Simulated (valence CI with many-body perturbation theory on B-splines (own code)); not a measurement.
Results of a calculation; reference values are marked as such.
**Ladder of approximations for Yb²⁰⁺**

Method: valence CI with perturbative core correlation (CI+MBPT): four valence electrons over a frozen Dirac-Fock core [Kr] 4d10, a basis of 8 s, 8 p, 9 d, 9 f, 6 g, 3 h, 2 i functions for each j, with the one-electron correlation potential Σ1 (screened to all orders), the two-electron term Σ2, the three-electron term Σ3, Breit, model QED; selected single and double excitations, second order for the rest (own B-spline code, finite nucleus).

No measured levels were compared; by estimate terms of the open shell hold to a few per cent of their energy, and close levels can change places. Core correlation moves these levels by up to 3300 cm⁻¹, and in measured spectra 5 to 20 % of such shifts remained as error; rates that hang on mixing are uncertain with them. Only levels of the ground parity were solved; by the run's estimate the other parity begins above the list, which can be wrong where configurations are misplaced.

Each rung adds one term. CI alone is the Dirac-Coulomb CI over the frozen core; QED comes last and gives the full result, which names the levels. Energies are above 4f⁴ ⁵I_4 on the same rung, in eV.

Names give the largest LS component (configuration and term), which can be under half, so a name can repeat, a term be missing and a line seem to break the LS rules; names also repeat where a configuration has a term twice. Letters in brackets count levels of one name in rising energy.

| Level | CI alone | Σ1 | Σ2 | Σ3 | Breit | QED | Full |
| --- | --- | --- | --- | --- | --- | --- | --- |
| 4f⁴ ⁵I_5 | 0.9896 | +0.0401 | +0.0691 | +0.0049 | -0.0880 | +0.0057 | 1.021 |
| 4f⁴ ⁵I_6 | 1.952 | +0.0715 | +0.1172 | +0.0057 | -0.1741 | +0.0100 | 1.983 |
| 4f⁴ ⁵I_7 | 2.849 | +0.0946 | +0.1446 | +0.0018 | -0.2499 | +0.0129 | 2.853 |
| 4f⁴ ⁵I_8 | 3.682 | +0.1102 | +0.1593 | -0.0055 | -0.3171 | +0.0147 | 3.644 |
| 4f⁴ ⁵F_2 | 3.923 | +0.0217 | -0.2125 | +0.0544 | +0.0253 | +0.0005 | 3.812 |
| 4f⁴ ⁵F_1 | 3.991 | +0.0473 | -0.1512 | +0.0629 | -0.0174 | +0.0049 | 3.938 |
| 4f⁴ ³G_4 [a] | 4.552 | +0.0303 | -0.1018 | -0.0025 | -0.0257 | +0.0020 | 4.455 |
| 4f⁴ ⁵F_3 | 4.640 | +0.0615 | -0.1306 | +0.0566 | -0.0697 | +0.0067 | 4.564 |
| 4f⁴ ⁵S_2 | 5.057 | +0.0729 | -0.1229 | -0.0577 | -0.0771 | +0.0083 | 4.880 |
| 4f⁴ ⁵G_2 | 5.378 | +0.0439 | -0.2901 | +0.0427 | -0.0170 | +0.0035 | 5.161 |
| 4f⁴ ³K_6 [a] | 5.347 | +0.0760 | +0.0377 | -0.0566 | -0.1588 | +0.0086 | 5.254 |
| 4f⁴ ⁵G_3 | 5.567 | +0.0509 | -0.2158 | +0.0440 | -0.0294 | +0.0043 | 5.421 |
| 4f⁴ ⁵F_5 [a] | 5.756 | +0.0872 | -0.0757 | +0.0373 | -0.1429 | +0.0099 | 5.672 |
| 4f⁴ ³K_7 | 5.838 | +0.0808 | -0.0153 | -0.0344 | -0.1966 | +0.0089 | 5.682 |
| 4f⁴ ⁵F_4 | 5.744 | +0.0959 | -0.0579 | +0.0330 | -0.1304 | +0.0111 | 5.695 |
| 4f⁴ ³M_8 | 6.422 | +0.0845 | -0.0569 | -0.0110 | -0.2406 | +0.0091 | 6.207 |
| 4f⁴ ⁵G_4 | 6.930 | +0.1013 | -0.1237 | +0.0104 | -0.1249 | +0.0114 | 6.805 |
| 4f⁴ ⁵F_5 [b] | 6.864 | +0.1197 | -0.0156 | +0.0150 | -0.1873 | +0.0140 | 6.810 |
| 4f⁴ ³D_2 | 7.038 | +0.0952 | -0.0364 | +0.0267 | -0.0893 | +0.0102 | 7.044 |

The middle columns are the shifts that each term adds.

How does the ionisation energy move along the ladder, and which term matters most?

CI alone 519.66, + Σ1 522.87, + Σ2 530.53, + Σ3 530.57, + Breit 530.58, + QED 530.62 eV. The largest step is Σ2, 7.66 eV. NIST lists 540 ± 30 eV (theoretical).
